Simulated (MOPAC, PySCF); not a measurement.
[Ta(NH2)5], neutral singlet in the gas phase. 

Z-matrix (Å, degrees):
```
Ta
N 1 1.9971
H 2 1.0250 1 125.10
H 2 1.0251 3 109.90 1 179.99
N 1 2.0287 2 114.68 3 164.92
H 5 1.0235 1 124.71 2 -108.22
H 5 1.0250 6 110.47 1 165.81
N 1 2.0289 2 114.72 3 -15.08
H 8 1.0234 1 124.68 2 -108.17
H 8 1.0250 9 110.48 1 165.83
N 1 2.0454 2 100.56 3 72.72
H 11 1.0257 1 128.71 2 -163.08
H 11 1.0279 12 107.99 10 -146.42
N 1 2.0454 2 100.53 3 -107.25
H 14 1.0257 1 128.75 2 -163.20
H 14 1.0279 15 107.98 7 -146.35
```
Charge 0, multiplicity 1.

All levels are single points at this geometry (PBE-D3(BJ)/def2-SVP); Pople sets use spherical d functions. Orbital energies aren't observables, and empty levels follow the basis.

B3LYP/6-31G* (LANL2DZ on Ta) in PySCF gives dipole (D) = 0.03.

Task: Estimate the dipole (D) from each of these levels: B3LYP-D3(BJ)/def2-TZVP in PySCF; PBE-D3(BJ)/def2-TZVP in PySCF; TPSSh-D3(BJ)/def2-TZVP in PySCF; B3LYP/6-311+G** (LANL2DZ on Ta) in PySCF; B3LYP/LANL2DZ in PySCF; BP86/6-31G* (LANL2DZ on Ta) in PySCF; M06-2X/6-31G* (LANL2DZ on Ta) in PySCF; PBE/6-31G* (LANL2DZ on Ta) in PySCF; SVWN5/6-31G* (LANL2DZ on Ta) in PySCF; HF/6-31G* (LANL2DZ on Ta) in PySCF; PM6 in MOPAC; PM7 in MOPAC.

Result: 
```tsv
level	dipole (D)
B3LYP-D3(BJ)/def2-TZVP in PySCF	0.15
PBE-D3(BJ)/def2-TZVP in PySCF	0.15
TPSSh-D3(BJ)/def2-TZVP in PySCF	0.15
B3LYP/6-311+G** (LANL2DZ on Ta) in PySCF	0.12
B3LYP/LANL2DZ in PySCF	0.12
BP86/6-31G* (LANL2DZ on Ta) in PySCF	0.04
M06-2X/6-31G* (LANL2DZ on Ta) in PySCF	0.05
PBE/6-31G* (LANL2DZ on Ta) in PySCF	0.04
SVWN5/6-31G* (LANL2DZ on Ta) in PySCF	0.07
HF/6-31G* (LANL2DZ on Ta) in PySCF	0.02
PM6 in MOPAC	0.28
PM7 in MOPAC	0.49
```
